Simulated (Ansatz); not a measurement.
ClF$_{2}$HNSi, SMILES `[NH][Si](F)(F)Cl` radical, relaxed with UKS PBE-D4/def2-SVP in Ansatz from a rough embedded geometry. The force threshold is 0.03 eV/Å; the program also tests the step.

The species carries charge 0 and has multiplicity 2.

Start:

```xyz
6

N    -0.182    1.148    0.776
Si    0.123   -0.309   -0.098
F     0.823    0.067   -1.507
F    -1.364   -1.030   -0.330
Cl    1.333   -1.630    0.911
H    -0.733    1.754    0.247
```

```json
{"step": "1", "energy (eV)": "-27315.4922", "largest force (eV/Å)": "2.610", "largest move (Å)": "0.000"}
{"step": "2", "energy (eV)": "-27315.6278", "largest force (eV/Å)": "0.874", "largest move (Å)": "0.050"}
{"step": "3", "energy (eV)": "-27315.6555", "largest force (eV/Å)": "0.115", "largest move (Å)": "0.032"}
{"step": "4", "energy (eV)": "-27315.6581", "largest force (eV/Å)": "0.077", "largest move (Å)": "0.036"}
{"step": "5", "energy (eV)": "-27315.6589", "largest force (eV/Å)": "0.037", "largest move (Å)": "0.013"}
{"step": "6", "energy (eV)": "-27315.6595", "largest force (eV/Å)": "0.050", "largest move (Å)": "0.022"}
{"step": "7 (rejected)", "energy (eV)": "-27315.6014", "largest force (eV/Å)": "1.477", "largest move (Å)": "0.195"}
{"step": "8", "energy (eV)": "-27315.6643", "largest force (eV/Å)": "0.215", "largest move (Å)": "0.098"}
{"step": "9", "energy (eV)": "-27315.6731", "largest force (eV/Å)": "0.132", "largest move (Å)": "0.100"}
{"step": "10", "energy (eV)": "-27315.6852", "largest force (eV/Å)": "0.166", "largest move (Å)": "0.142"}
{"step": "11 (rejected)", "energy (eV)": "-27315.6743", "largest force (eV/Å)": "0.955", "largest move (Å)": "0.143"}
{"step": "12", "energy (eV)": "-27315.6929", "largest force (eV/Å)": "0.075", "largest move (Å)": "0.072"}
{"step": "13", "energy (eV)": "-27315.6959", "largest force (eV/Å)": "0.492", "largest move (Å)": "0.098"}
{"step": "14", "energy (eV)": "-27315.7086", "largest force (eV/Å)": "0.048", "largest move (Å)": "0.104"}
{"step": "15", "energy (eV)": "-27315.7088", "largest force (eV/Å)": "0.032", "largest move (Å)": "0.007"}
{"step": "16 (rejected)", "energy (eV)": "-27315.6845", "largest force (eV/Å)": "1.227", "largest move (Å)": "0.195"}
{"step": "17", "energy (eV)": "-27315.7113", "largest force (eV/Å)": "0.301", "largest move (Å)": "0.096"}
{"step": "18", "energy (eV)": "-27315.7127", "largest force (eV/Å)": "0.100", "largest move (Å)": "0.064"}
{"step": "19", "energy (eV)": "-27315.7130", "largest force (eV/Å)": "0.089", "largest move (Å)": "0.026"}
{"step": "20", "energy (eV)": "-27315.7132", "largest force (eV/Å)": "0.010", "largest move (Å)": "0.007"}
```

End:

```xyz
6

N    -0.621    1.049    0.702
Si   -0.042   -0.333   -0.182
F     0.614   -0.010   -1.631
F    -1.267   -1.348   -0.454
Cl    1.352   -1.253    1.008
H    -0.036    1.894    0.557
```

It took 24 s on 4 threads of a server CPU on a shared host, with 0.19 GiB of host memory at the peak.
